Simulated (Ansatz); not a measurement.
Born–Oppenheimer molecular dynamics of BrClZn (3 atoms, charge 0, multiplicity 1). It starts from a relaxed structure.

Theory: Ansatz 0.2.0, RKS PBE0/def2-SVP.

```json
{
  "ensemble": "NVE (velocity Verlet)",
  "time step": "1 fs",
  "steps asked": "300",
  "starting velocities drawn for": "300 K",
  "seed": "467696"
}
```

First frame:

```xyz
3
Properties=species:S:1:pos:R:3
Cl -1.755 0.856 -0.874
Zn -0.036 0.003 -0.019
Br 1.780 -0.924 0.880
```

(1) How far do the bonds stretch over the last three quarters of this one trajectory? (Pairs bonded in most of those frames.)

Answers

(1) 
| bond | mean (Å) | spread (Å) | shortest | longest |
| --- | --- | --- | --- | --- |
| Cl1–Zn2 | 2.105 | 0.037 | 2.04 | 2.16 |
| Zn2–Br3 | 2.226 | 0.024 | 2.18 | 2.27 |

Mean temperature of the second half: 152 K. The conserved energy stayed within 0.019 meV per atom of its start (net change 0.016 meV per atom), so the integration is sound. The temperature averaged 0.51 of the 300 K drawn at the start: a run that starts near a minimum puts about half its kinetic energy into the potential. A run of 0.3 ps of so small a system gives no equilibrium averages.

The run took 9.5 min on 1 CPU thread of a shared host.
